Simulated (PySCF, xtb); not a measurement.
oxetane-3-carbonitrile (C4H5NO), SMILES C(#N)C1COC1.

Harmonic wavenumbers (cm⁻¹) from GFN2-xTB in xtb 6.7.1 at its own minimum, in rising order: 94, 176, 235, 510, 531, 714, 881, 886, 1020, 1033, 1074, 1076, 1107, 1111, 1125, 1162, 1251, 1251, 1297, 1467, 1476, 2407, 2931, 2933, 2956, 2958, 2974.

Q: What does TPSSh-D3(BJ)/def2-SVP in PySCF give at its own minimum? (Estimate from the structure and the level; the computed values follow.)

A: 102, 184, 243, 521, 541, 655, 876, 893, 984, 1021, 1065, 1105, 1112, 1161, 1177, 1231, 1304, 1336, 1385, 1505, 1531, 2352, 3026, 3035, 3091, 3101, 3108. Paired by order, the mean absolute difference is 50 cm⁻¹ and the zero-point energies are 52.4 and 53.8 kcal/mol.
